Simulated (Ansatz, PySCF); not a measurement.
Dimer: AsH3 (SMILES [AsH3]) (first 4 atoms) with H2Se (SMILES [SeH2]); geometry from B3LYP-D3(BJ)/def2-TZVP, rigid monomers moved along the line of their centres of mass till As1···Se5 is 3.36 Å.
(charge 0, multiplicity 1):
```csv
atom,x (Å),y (Å),z (Å)
As,-0.1887,-0.1176,-0.3551
H,-0.1534,-0.0902,-1.8806
H,1.3100,0.1333,-0.2509
H,-0.5074,1.3694,-0.2698
Se,-0.0466,-0.4812,2.9774
H,-1.4904,-0.5497,2.7152
H,-0.2771,0.0277,4.3392
```

Counterpoise-corrected where a basis set is named; no monomer relaxation. Rows marked so take none.

Frozen-core correlation. Filled d and f shells under p-block atoms count as core. CBS: X⁻³ extrapolation of the correlation energy, Hartree–Fock from the larger set. Rows in 3-21G carry no dispersion term and start afresh at each structure; the Pople sets are all-electron and without relativity.

The values were computed with Ansatz (Gaussian basis) for Hartree–Fock, density functionals and correlated methods; PySCF for 3-21G rows. Each number belongs to the level named beside it.

Problem. What interaction energy does MP2/CBS(aug-cc-pVDZ, aug-cc-pVTZ) + ΔCCSD(T)/aug-cc-pVDZ give?

Solution. -18 meV

Problem. Predict the interaction energy from HF/aug-cc-pVDZ.

Solution. 137 meV

Problem. Predict the interaction energy from HF/3-21G (no counterpoise).

Solution. 74 meV

Ansatz is a program for electronic structure.
